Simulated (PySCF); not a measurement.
Cd(Cl)(OSiH3) (CdClH₃OSi), SMILES [Cl][Cd][O][SiH3].

The structure is a stationary point at PBE0-D3(BJ)/def2-SVP. The def2 effective core potentials stand for the cores of Cd; spin–orbit coupling is left out. Other conformers were not sampled.

These are HF/def2-TZVPD (PySCF) values and carry that method's errors.

Symmetry labels are those of the subgroup Cs that the program uses (full group Cs).

Q: List the valence orbital energies around the gap with their symmetry. (The exact figures need the calculation; the answer reports its results.)

A: 
```json
[
 {"orbital": "HOMO−7", "symmetry": "A'", "energy (eV)": "-14.85"},
 {"orbital": "HOMO−6", "symmetry": "A\"", "energy (eV)": "-14.28"},
 {"orbital": "HOMO−5", "symmetry": "A'", "energy (eV)": "-14.28"},
 {"orbital": "HOMO−4", "symmetry": "A'", "energy (eV)": "-13.22"},
 {"orbital": "HOMO−3", "symmetry": "A\"", "energy (eV)": "-12.28"},
 {"orbital": "HOMO−2", "symmetry": "A'", "energy (eV)": "-12.26"},
 {"orbital": "HOMO−1", "symmetry": "A'", "energy (eV)": "-11.89"},
 {"orbital": "HOMO", "symmetry": "A\"", "energy (eV)": "-11.84"},
 {"orbital": "LUMO", "symmetry": "A'", "energy (eV)": "0.69"},
 {"orbital": "LUMO+1", "symmetry": "A'", "energy (eV)": "1.53"},
 {"orbital": "LUMO+2", "symmetry": "A\"", "energy (eV)": "1.67"},
 {"orbital": "LUMO+3", "symmetry": "A'", "energy (eV)": "1.93"}
]
```
